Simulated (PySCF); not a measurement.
An unknown is described by computed data only.

Formula: C4H8Cl2O2Si.

- Dipole: 3.79 D [B3LYP/def2-SVPD]
- Triplet: lowest triplet excitation (Tamm–Dancoff): 5.60 eV [TDA B3LYP/def2-SVPD]
- Valence photoelectron: vertical ionisation energy: 9.57 eV [ΔSCF B3LYP/def2-SVPD]
- UV, strongest line: among the 10 lowest singlet transitions: S6 at 7.07 eV (175 nm, f = 0.058) [TDDFT B3LYP/def2-SVPD]
- NMR, other nuclei: isotropic shieldings of nuclei other than C and H, by class: 285 (2 O), 390 (1 Si), 768 (2 Cl) ppm [GIAO PBE0/pcSseg-1]
- Polarisability: 105.0 au [B3LYP/def2-SVPD]
- Rotational structure: rotational constants A, B, C: 1.734, 0.650, 0.502 GHz [PBE0-D3(BJ)/def2-SVP]
- 1H NMR: chemical shifts (computed TMS as zero) by class: 4.92 (1 H), 4.60 (1 H), 4.11 (2 H), 4.11 (2 H), 2.11 (1 H), 1.16 (1 H) ppm [GIAO PBE0/pcSseg-1]
- UV, first state: lowest singlet excitation: 6.11 eV (203 nm, f = 0.012) [TDDFT B3LYP/def2-SVPD]
- 13C NMR: chemical shifts (computed TMS as zero) by class: 69.7 (1 C), 66.6 (2 C), 34.4 (1 C) ppm [GIAO PBE0/pcSseg-1]

Gas-phase values; electronic properties from PySCF, density fitting. Levels stand in brackets. One conformer (not necessarily the lowest) at the PBE0-D3(BJ)/def2-SVP geometry, without solvent, vibrations or thermal averaging. NMR classes are plain means over equivalent atoms (diastereotopic ones count apart unless rotation or inversion swaps them), as if these changed places fast.

**Question.** Give a SMILES that accounts for the data.

**Answer.** Numbering: `[Cl:1][CH:2]([Cl:3])[SiH:4]1[O:5][CH2:6][CH2:7][CH2:8][O:9]1`. Its formula, C4H8Cl2O2Si, gives 1 degree of unsaturation: 1 ring and 0 π bonds in the structure found. 4 carbons fall into 3 classes; from least to most shielded: CHCl2 carbon [C2] (69.7 ppm), ring sp3 carbon bound to oxygen [C6/C8] (66.6 ppm, 2 C), ring CH2 carbon [C7] (34.4 ppm). Hydrogen classes from least to most shielded: 1 H on a CHCl2 carbon, C2 (4.92 ppm), 1 H on an oxygen-bound silicon, Si4 (4.60 ppm), 2 H on 2 like atoms (sp3 carbon bound to oxygen), C6/C8 (4.11 ppm), 2 H on 2 like atoms (sp3 carbon bound to oxygen), C6/C8 (4.11 ppm), 1 H on a ring CH2 carbon, C7 (2.11 ppm), 1 H on a ring CH2 carbon, C7 (1.16 ppm). The other shieldings belong to: 285 ppm, silyl ether oxygen [O5/O9]; 390 ppm, oxygen-bound silicon [Si4]; 768 ppm, alkyl chlorine [Cl1/Cl3]. S1 is mainly HOMO→LUMO (weight 0.92); the largest Löwdin shares of the orbital it empties are 0.18 on each of 2 atoms of one kind (alkyl chlorine) and 0.15 on the CHCl2 carbon, of the orbital it fills 0.31 on each of 2 atoms of one kind (alkyl chlorine) and 0.26 on the CHCl2 carbon. The optimised geometry has point group Cs and is an asymmetric top. Structure: `ClC(Cl)[SiH]1OCCCO1`. The assignments are read from this structure; whether some other isomer fits the data as well wasn't checked. NMR values of atoms bound to several Cl lack the spin–orbit term that these neighbours bring.
